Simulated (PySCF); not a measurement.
C5H5FP2.
Z-matrix (Å and degrees, GFN2-xTB geometry), rows numbered from 1:
```
C 
C   1  1.5043
C   2  1.3844  1  118.36
P   3  1.7322  2  129.93  1   179.25
C   4  1.7360  3  101.00  2    -0.03
F   5  1.3641  4  113.28  3   179.93
P   5  1.7376  4  133.48  3    -0.07
C   2  1.3872  1  117.03  3   179.18
H   1  1.0882  2  110.64  3   134.46
H   1  1.0899  2  109.72  3  -106.63
H   1  1.0868  2  111.35  3    13.30
H   3  1.0841  2  116.73  1    -0.73
H   8  1.0843  2  116.34  1     0.71
```

NICS = −σ at a ghost point: NICS(0) at the centroid of the ring atoms, NICS(1) 1 Å to either side along the normal of their mean plane, zz for the tensor component along that normal. Level: GIAO PBE0/pcSseg-1 (PySCF, non-relativistic, gas phase) on the GFN2-xTB geometry, one conformer.

Ring bond lengths (Å), with Mayer bond orders in brackets: C2–C3 1.384 (1.44), C3–P4 1.732 (1.32), P4–C5 1.736 (1.27), C5–P7 1.738 (1.26), P7–C8 1.730 (1.33), C8–C2 1.387 (1.41).

Task: Give the NICS values of each ring in ppm.

Result: 
| ring | type | NICS(0) | NICS(1), two faces | NICS(1)zz, two faces | rms pucker (Å) | centre to ring atoms, mean (Å) |
| --- | --- | --- | --- | --- | --- | --- |
| C2–C3–P4–C5–P7–C8 | 6-membered ring with 2 P; formal bonds all aromatic | -7.9 | -10.1 / -10.2 | -23.9 / -24.1 | 0.00 | 1.60 |

Task: What can be read from them?

Result: 
- C2–C3–P4–C5–P7–C8: mean NICS(1)zz -24.0 ppm, shielded.

Task: What does the geometric index give? HOMA = 1 − mean of α(R − Ropt)² over the ring bonds, with Krygowski's 1993 parameters (CC: Ropt 1.388 Å, α 257.7 Å⁻²; CP: Ropt 1.698 Å, α 118.91 Å⁻²).

Result: 
- C2–C3–P4–C5–P7–C8: HOMA 0.90; the largest term is that of C5–P7, α(R − Ropt)² = 0.19.

Task: Give the inner angles of the rings and the Hirshfeld charges of the ring atoms.

Result: 
- C2–C3–P4–C5–P7–C8: C2 124.6° (+0.015 e), C3 129.9° (-0.104 e), P4 101.0° (+0.095 e), C5 133.5° (-0.037 e), P7 100.9° (+0.096 e), C8 130.1° (-0.103 e); sum 720.0° against 720° for a flat convex ring.
